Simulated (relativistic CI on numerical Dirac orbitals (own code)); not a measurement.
**Electric-dipole transitions in Mo¹⁷⁺**

Calculated at this level of theory: Dirac-Coulomb-Breit CI, KLI orbitals optimised for each configuration, QED by a radiative potential, unscaled Slater integrals (own radial code, finite nucleus).

Configurations in the expansion (outside the closed core [Ne]): 3s²3p⁶3d⁷, 3s²3p⁵3d⁸, 3s²3p⁴3d⁹, 3s3p⁶3d⁸, 3p⁶3d⁹, 3s²3p⁶3d⁶4s, 3s3p⁵3d⁹, 3s²3p⁶3d⁶4p, 3s²3p⁶3d⁶4d, 3s²3p⁶3d⁵4s², 3s²3p⁶3d⁶4f, 3s²3p⁵3d⁷4s, 3s²3p⁴3d⁸4s, 3s²3p⁶3d⁵4s4p, 3s²3p⁶3d⁶5s, 3s²3p⁵3d⁷4p. Levels of other configurations are missing.

```tsv
λ vac (nm)	Lower	Upper	A (s⁻¹)	E lower (cm⁻¹)	E upper (cm⁻¹)
6.5354	3s²3p⁶3d⁷ ²H9/2 [14]	3s²3p⁵3d⁸ ²G°7/2 [61]	8.36e+11	111672	1641809
6.5780	3s²3p⁶3d⁷ ²H11/2 [10]	3s²3p⁵3d⁸ ²G°9/2 [59]	9.93e+11	89543	1609767
6.6351	3s²3p⁶3d⁷ ²G7/2 [9]	3s²3p⁵3d⁸ ²F°5/2 [57]	7.14e+11	83528	1590659
6.6620	3s²3p⁶3d⁷ ²F7/2 [17]	3s²3p⁵3d⁸ ²D°5/2 [62]	6.37e+11	146846	1647900
6.7561	3s²3p⁶3d⁷ ²G9/2 [7]	3s²3p⁵3d⁸ ²G°7/2 [55]	3.21e+11	64956	1545090
6.8735	3s²3p⁶3d⁷ ²G9/2 [7]	3s²3p⁵3d⁸ ²F°7/2 [54]	3.36e+11	64956	1519825
6.9942	3s²3p⁶3d⁷ ⁴F9/2 [1]	3s²3p⁵3d⁸ ⁴D°7/2 [45]	1.50e+11	0	1429750
7.1017	3s²3p⁶3d⁷ ⁴F7/2 [2]	3s²3p⁵3d⁸ ⁴D°7/2 [45]	1.53e+11	21629	1429750
7.1859	3s²3p⁶3d⁷ ⁴P3/2 [5]	3s²3p⁵3d⁸ ²P°3/2 [47]	2.66e+11	53728	1445339
7.2459	3s²3p⁶3d⁷ ⁴F9/2 [1]	3s²3p⁵3d⁸ ²G°7/2 [38]	8.70e+10	0	1380099
7.2518	3s²3p⁶3d⁷ ⁴F7/2 [2]	3s²3p⁵3d⁸ ⁴D°5/2 [42]	2.56e+11	21629	1400604
7.4785	3s²3p⁶3d⁷ ⁴F9/2 [1]	3s²3p⁵3d⁸ ²G°7/2 [31]	1.25e+11	0	1337163
7.5456	3s²3p⁶3d⁷ ⁴F5/2 [3]	3s²3p⁵3d⁸ ⁴P°3/2 [35]	2.06e+11	31122	1356401
7.5736	3s²3p⁶3d⁷ ⁴F9/2 [1]	3s²3p⁵3d⁸ ⁴D°7/2 [30]	1.32e+11	0	1320374
7.5838	3s²3p⁶3d⁷ ⁴F7/2 [2]	3s²3p⁵3d⁸ ⁴F°5/2 [32]	1.52e+11	21629	1340237
7.6469	3s²3p⁶3d⁷ ²G9/2 [7]	3s²3p⁵3d⁸ ²G°9/2 [37]	1.40e+11	64956	1372670
7.6854	3s²3p⁶3d⁷ ⁴F9/2 [1]	3s²3p⁵3d⁸ ⁴F°9/2 [27]	2.08e+11	0	1301174
7.8091	3s²3p⁶3d⁷ ²H11/2 [10]	3s²3p⁵3d⁸ ²H°11/2 [36]	1.32e+11	89543	1370109
7.8811	3s²3p⁶3d⁷ ⁴F7/2 [2]	3s²3p⁵3d⁸ ⁴D°7/2 [24]	8.66e+10	21629	1290490
10.168	3s²3p⁵3d⁸ ⁴G°11/2 [20]	3s3p⁶3d⁸ ⁴F9/2 [65]	1.24e+11	1203944	2187429
```

Terms are leading LS components. Brackets give the number of a level in order of energy, since labels repeat. The list gives strong lines, with weight on those to low levels, without lines whose two gauges differ by over a factor of 2.5, among the lowest 200 of 2552 levels, so that lines to higher ones, which can be the strongest, are missing. Levels whose partners in the same complex of configurations lie outside the list can be far off, and so can their lines. Rates are taken at the computed energies, electric ones in the length gauge.

At this charge energies of transitions that change n are usually good to better than 1 %, and those within a shell (Δn = 0) to a few per cent. Terms inside the open d or f shell come out 10 to 20 % too wide with unscaled integrals.

LS names give the leading component of a level, which can be under half, so a name can repeat, a term be missing and a line seem to break the LS rules.
